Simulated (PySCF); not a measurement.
Compound: arsenic dihydride radical, AsH2 (doublet state).
InChI=1S/AsH2/h1H2

Computed with PySCF 2.14.0, PBE0-D3(BJ)/def2-SVP geometry optimisation, gas phase.

Masses are those of the commonest isotopes; rigid-rotor values at the optimised geometry. 

Task: Give the principal moments of inertia and the rotational constants in cm⁻¹.

Result: Ia = 2.27, Ib = 2.39, Ic = 4.66 u·Å²; 505379 MHz·u·Å²/I gives 223001, 211525 and 108556 MHz, that is A = 7.43851, B = 7.05571, C = 3.62103 cm⁻¹.

Task: What kind of rotor is it?

Result: An asymmetric top. Ray's parameter κ = (2B − A − C)/(A − C) = 0.799; −1 is the prolate and +1 the oblate limit.

Task: Give the coordinates in the principal-axis frame, origin at the centre of mass.

Result: The sense of each axis is arbitrary; atoms in the order of the calculation.
```json
{"atom": "As1", "mass (u)": "74.922", "a (Å)": "0.000", "b (Å)": "0.028", "c (Å)": "0.000"}
{"atom": "H2", "mass (u)": "1.008", "a (Å)": "-1.097", "b (Å)": "-1.038", "c (Å)": "0.000"}
{"atom": "H3", "mass (u)": "1.008", "a (Å)": "1.081", "b (Å)": "-1.054", "c (Å)": "0.000"}
```

Task: Where do the levels up to J = 3 lie, in cm⁻¹?

Result: Above 0(0,0):
J = 1: 1(0,1) 10.6767, 1(1,1) 11.0595, 1(1,0) 14.4942
J = 2: 2(0,2) 28.9481, 2(1,2) 28.9783, 2(1,1) 39.2824, 2(2,1) 40.4308, 2(2,0) 43.5129
J = 3: 3(0,3) 54.3109, 3(1,3) 54.3124, 3(1,2) 72.3110, 3(2,2) 72.4610, 3(2,1) 82.2105, 3(3,1) 84.5059, 3(3,0) 87.1153
The levels of one J sum to (2J + 1)J(J + 1)(A + B + C)/3.

Task: Which types of transition are allowed, and where do some lines up to J = 2 fall?

Result: The dipole components are |μa| = 0.00 D, |μb| = 0.44 D, |μc| = 0.00 D; the symmetry axis of this C2v structure is b, so μa and μc vanish by symmetry and there are no a-type or c-type lines. Some lines, for components of 0.1 D or more:

```
type  branch         J(Ka,Kc)     MHz  lower level (cm⁻¹)
   b       Q  1(1,0) ← 1(0,1)  114445              10.677
   b       Q  2(2,0) ← 2(1,1)  126828              39.282
   b       Q  2(1,1) ← 2(0,2)  309814              28.948
   b       R  1(1,1) ← 0(0,0)  331557               0.000
   b       Q  2(2,1) ← 2(1,2)  343336              28.978
   b       R  2(0,2) ← 1(1,1)  536285              11.060
   b       R  2(1,2) ← 1(0,1)  548668              10.677
   b       R  2(2,1) ← 1(1,0)  777559              14.494
   b       R  2(2,0) ← 1(1,1)  972927              11.060
```

Task: Estimate the classical rotational partition function at 100 K and 200 K.

Result: Point group C2v, symmetry number σ = 2; q = (√π/σ)·√((kT/h)³/(ABC)), k/h = 20836.6 MHz/K: 37.2 at 100 K, 105 at 200 K.

For this open shell read J as N, the rotation without spin; fine and hyperfine splittings come on top. Not checked by PBE0-D3(BJ)/def2-SVP frequencies. ⟨S²⟩ = 0.754 (exact for a doublet: 0.75). No vibrational averaging or centrifugal distortion is included, and the geometry carries the error of its method. Quadrupole hyperfine structure (75As) is left out.

Hardware: an Arm Neoverse V2 with one thread, shared host. Cost: 2.3 s wall, 0.25 GiB resident at most. That covers the optimisation of the geometry.
